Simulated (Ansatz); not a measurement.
A nudged elastic band was laid between two geometries of Cl$_{5}$HW (7 atoms, charge 0, multiplicity 1).

Computed with RKS B3LYP-D4/def2-SVP in Ansatz.

| Item | Value |
| --- | --- |
| movable images | 9 |
| climbing image | yes |
| spring | 5.0 eV/Å² |
| optimiser | quadratic models (default) |
| start path | through a guess of the saddle point |
| force threshold | 0.2 eV/Å |
| iteration limit | 25 |
| end points | relaxed |

First end point:

```xyz
7
Properties=species:S:1:pos:R:3
W 0.192 0.000 -0.004
H -0.314 0.000 1.610
Cl 2.424 0.000 0.536
Cl 0.236 2.266 0.350
Cl -2.168 0.000 0.029
Cl 0.236 -2.266 0.350
Cl -0.054 0.000 -2.320
```

Last end point:

```xyz
7
Properties=species:S:1:pos:R:3
W -0.760 0.004 -0.494
H 1.715 -0.023 1.938
Cl 2.728 0.004 1.138
Cl -0.376 2.140 0.170
Cl -2.991 0.006 -0.086
Cl -0.379 -2.129 0.182
Cl 0.615 -0.002 -2.297
```

Question: What changes between the two ends?

Answer: Bonds broken: W1–H2, W1–Cl3. Bonds formed: H2–Cl3. Cl5HW becomes Cl4W + ClH.

Question: Give the energies along the band, and the barrier.

Answer: The forces met the threshold. The highest image is number 6 of 0 to 10, 0.67 eV above the first end and 0.16 eV above the last; the last end lies 0.51 eV above the first. The threshold of 0.2 eV/Å is loose, so the images may lie well off the minimum-energy path. The profile has 2 maxima (images 1, 6) with wells between them (image 3): this band takes more than one step, which may be the mechanism or a detour left from its start path. Another band between the same ends (9 images) ends at a top of the same energy, where a vibrational analysis finds 1 clearly imaginary mode. The orbitals stay closed-shell, which can raise the energy where a bond breaks towards radicals; this wasn't checked here.

```
image  path coordinate (Å)  energy (eV)  W1–H2 (Å)  W1–Cl3 (Å)  H2–Cl3 (Å)
    0                 0.00         0.00       1.69        2.30        2.94
    1                 0.44         0.04       1.71        2.29        2.72
    2                 0.88         0.01       1.70        2.33        2.53
    3                 1.33         0.00       1.68        2.38        2.39
    4                 1.77         0.08       1.65        2.46        2.07
    5                 2.21         0.50       1.75        2.67        1.66
    6                 2.65         0.67       2.10        3.01        1.38
    7                 3.02         0.61       2.44        3.34        1.32
    8                 3.38         0.53       2.75        3.66        1.30
    9                 3.75         0.51       3.10        3.87        1.29
   10                 4.11         0.51       3.47        3.85        1.29
```

Question: What is the geometry of the highest image?

Answer: 
```xyz
7
Properties=species:S:1:pos:R:3
W -0.420 0.000 -0.153
H 1.137 0.000 1.260
Cl 2.433 -0.001 0.801
Cl -0.267 2.175 0.502
Cl -2.691 0.001 -0.182
Cl -0.269 -2.174 0.503
Cl 0.629 -0.001 -2.179
```

The band took 10 iterations and of the order of 30 core-minutes.

Time of the run: 8.3 min on 4 threads of Intel(R) Xeon(R) Platinum 8259CL CPU @ 2.50GHz (Skylake/Cascade Lake) (shared host), peak memory 0.45 GiB.
